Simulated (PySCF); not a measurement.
CBr3, SMILES Br[C](Br)Br, multiplicity 2. Geometry optimised at PBE-D3(BJ)/def2-SVP.

Computed equilibrium geometry at PBE-D3(BJ)/def2-SVP (PySCF confirms it by a frequency run) as a Z-matrix, and its point group:
point group C3v.
```
C
Br 1 1.8838
Br 1 1.8838 2 117.43
Br 1 1.8838 2 117.43 3 148.65
```
Charge 0, spin multiplicity 2.
